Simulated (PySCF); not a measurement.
**A thermochemical cycle for CsSr**

CCSD(T) in PySCF with def2-SVP on every atom (core potentials on Sr, Cs), for the lowest determinant that a PBE0 search found; no spin–orbit coupling. CsSr, a doublet (σ ↑), has De = 0.11 eV to neutral atoms, and CsSr⁺, a singlet (closed shell), has De = 0.38 eV to Cs⁺ + Sr.

At the same level the Cs atom ionises at 3.78 eV.

Problem. What is the adiabatic ionisation energy of the molecule, and does ionisation strengthen or weaken the bond?

Solution. IE = IE(Cs) + De(neutral) − De(ion) = 3.78 + 0.11 − 0.38 = 3.51 eV. De changes by +0.27 eV, so ionisation strengthens the bond.

Correlated steps freeze no core orbitals. Weak bonds: CsSr, CsSr⁺. Basis-set superposition, not corrected here, can be much of De in a small basis, most of all at correlated wavefunction levels. Spin–orbit coupling is left out. For an ion De counts to the pair picked by the measured ionisation energies or electron affinities, which need not be the lowest pair at this level. States were picked by a PBE0 search and need not be the measured ground states.
